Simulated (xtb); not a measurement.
Br3Ga, triplet, at a GFN2-xTB geometry (such geometries of metal compounds can be far from the true shape) (a higher spin typed on purpose: for a closed-shell molecule this is an excited state). Base run: GFN0-xTB (xtb 6.7.1).

Here is a job for xtb.
```
$ xtb mol.xyz --gfn 0 --uhf 2 --json

# file mol.xyz
4

Ga    -0.27077948    -0.71796905    -0.48892471
Br     2.22568078    -0.13887558    -0.52880924
Br    -0.69617557    -0.78465860     2.03770240
Br    -1.28967196     1.55944963    -1.07584556
```

Variants of this job, named by their change:

```
change      ΔE vs base (kJ/mol)
----------  -------------------
base                       0.00
acc = 1000                 0.00
etemp = 10                 4.25
```
